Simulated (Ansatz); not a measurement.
Basis-set series for B₂H₅NSi (`NB1B[SiH2]1`). Total charge 0; spin multiplicity 1. Geometry: relaxed with PBE0-D4/def2-TZVP. It is one conformer, not always the lowest.

```
functional       basis  functions  energy (Eh)  HOMO (eV)  LUMO (eV)
   PBE0-D4    def2-SVP         85   -396.48343      -5.91      -1.50
   PBE0-D4  def2-TZVPP        205   -396.70413      -5.97      -1.60
   ωB97M-V    def2-SVP         85   -396.65407      -7.76       0.41
   ωB97M-V  def2-TZVPP        205   -396.88154      -7.86       0.23
```

Task: Give the rows for def2-QZVPP. (Estimate.)

Result: Computed: 
```json
{"functional": "PBE0-D4", "basis": "def2-QZVPP", "functions": "391", "energy (Eh)": "-396.72004", "HOMO (eV)": "-5.98", "LUMO (eV)": "-1.63"}
{"functional": "ωB97M-V", "basis": "def2-QZVPP", "functions": "391", "energy (Eh)": "-396.89625", "HOMO (eV)": "-7.87", "LUMO (eV)": "0.15"}
```

Positive LUMOs are unbound and depend on the basis.
